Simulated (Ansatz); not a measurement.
CH3FO2Si, SMILES [SiH2](F)C(O)=O.

Geometry: PBE0-D3(BJ)/def2-SVP. This is a generated structure with no PubChem entry under its InChIKey; it may be hypothetical. The values are those of a single conformer.

Two levels are set side by side: PBE/def2-SVPD (Ansatz, a quantum-chemistry and plane-wave program) and CAM-B3LYP/def2-SVPD (Ansatz). Energy differences of separate SCF runs at the same geometry; the states with an electron removed or added have multiplicity 2 and 2. Differences are taken from unrounded values.

```
quantity                           CAM-B3LYP    PBE  PBE minus CAM-B3LYP
---------------------------------  ---------  -----  -------------------
vertical ionisation energy (eV)        10.87  10.41                -0.46
vertical singlet–triplet gap (eV)       4.48   4.39                -0.09
```
